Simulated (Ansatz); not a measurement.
Ansatz (a program for electronic structure) input (HSE06/def2-TZVPD):

Ansatz 0.2 input:
```yaml
crystal:
  periodic: [false, false, false]
  atoms:
    - {symbol: Si, position_ang: [0.04853641, 0.11906320, -0.14091249]}
    - {symbol: C, position_ang: [1.79537568, -0.43771188, -0.29877667]}
    - {symbol: N, position_ang: [-0.57177155, -0.97933093, 1.33898419]}
    - {symbol: N, position_ang: [-0.95455043, -0.32217123, -1.41511022]}
    - {symbol: N, position_ang: [-0.29939772, 1.65937108, 0.45326030]}
    - {symbol: H, position_ang: [2.28130421, 0.10946922, -1.10888815]}
    - {symbol: H, position_ang: [2.36513226, -0.24011475, 0.61219378]}
    - {symbol: H, position_ang: [1.87274642, -1.50425651, -0.52106471]}
    - {symbol: H, position_ang: [-0.04841080, -0.83465163, 2.20335326]}
    - {symbol: H, position_ang: [-0.53025526, -1.97499614, 1.11861422]}
    - {symbol: H, position_ang: [-1.86523302, 0.07267283, -1.59167555]}
    - {symbol: H, position_ang: [-0.62512837, -0.87006941, -2.19446698]}
    - {symbol: H, position_ang: [0.24247235, 2.12323533, 1.16642458]}
    - {symbol: H, position_ang: [-0.81796583, 2.32505079, -0.09967723]}
    - {symbol: H, position_ang: [-1.54638791, -0.75203582, 1.54068154]}
basis:
  gaussian:
    orbitals: def2-TZVPD
hamiltonian:
  xc: {name: HSE06}
total_charge: 1
output: {forces: true}
```

Output:

```
Functional definition: HSE06
integrals: 0.32 GiB planned
1517 factors; their error is unknown
integrals: 0.35 GiB planned
235 factors; integrals over basis functions are off by at most 2.7e-7 eV
mean field: 2.47 GiB planned
mean field evaluation 1: about -13509.0918 eV, gradient 1.2e2 eV
mean field evaluation 2: about -13481.8484 eV, gradient 1.5e2 eV
mean field evaluation 4: about -13536.8759 eV, gradient 1.1e1 eV
mean field evaluation 8: about -13537.1362 eV, gradient 1.2e-1 eV
mean field evaluation 16: about -13537.1353 eV, gradient 1.8e-4 eV
mean field -13537.13525264 eV, -497.4805447348 hartree, gradient 4.2e-5 eV, S^2 0.000000; 0 other end points of the search recorded, 0 dependent functions left out
the calculation of the forces begins
reference -13537.13530691 eV, -497.4805467290 hartree; 25, 25 occupied and 256, 256 virtual orbitals, 1517 factors
Total energy: -13537.13530691 eV, -497.4805467290 hartree
Atom 0 at     0.048536     0.119063    -0.140912 Å, force    -0.026374    -0.040056     0.062773 eV/Å
Atom 1 at     1.795376    -0.437712    -0.298777 Å, force    -0.083782     0.013668     0.011641 eV/Å
Atom 2 at    -0.571772    -0.979331     1.338984 Å, force     0.024951     0.049717    -0.062725 eV/Å
Atom 3 at    -0.954550    -0.322171    -1.415110 Å, force     0.024288     0.026023     0.044465 eV/Å
Atom 4 at    -0.299398     1.659371     0.453260 Å, force    -0.007537    -0.055386    -0.013387 eV/Å
Atom 5 at     2.281304     0.109469    -1.108888 Å, force     0.014040     0.028170    -0.034895 eV/Å
Atom 6 at     2.365132    -0.240115     0.612194 Å, force     0.021382     0.011037     0.034181 eV/Å
Atom 7 at     1.872746    -1.504257    -0.521065 Å, force     0.003171    -0.040534    -0.010112 eV/Å
Atom 8 at    -0.048411    -0.834652     2.203353 Å, force    -0.020121    -0.005656    -0.030711 eV/Å
Atom 9 at    -0.530255    -1.974996     1.118614 Å, force    -0.003436     0.033529     0.007987 eV/Å
Atom 10 at    -1.865233     0.072673    -1.591676 Å, force     0.015518    -0.005871     0.001686 eV/Å
Atom 11 at    -0.625128    -0.870069    -2.194467 Å, force    -0.002222     0.011274     0.012691 eV/Å
Atom 12 at     0.242472     2.123235     1.166425 Å, force    -0.004254    -0.005682    -0.019199 eV/Å
Atom 13 at    -0.817966     2.325051    -0.099677 Å, force     0.014254    -0.011236     0.000386 eV/Å
Atom 14 at    -1.546388    -0.752036     1.540682 Å, force     0.030123    -0.008997    -0.004780 eV/Å
Dipole moment:    -0.266141    -0.361262     0.532550 e Å
```

It need not be the lowest isomer of its formula.
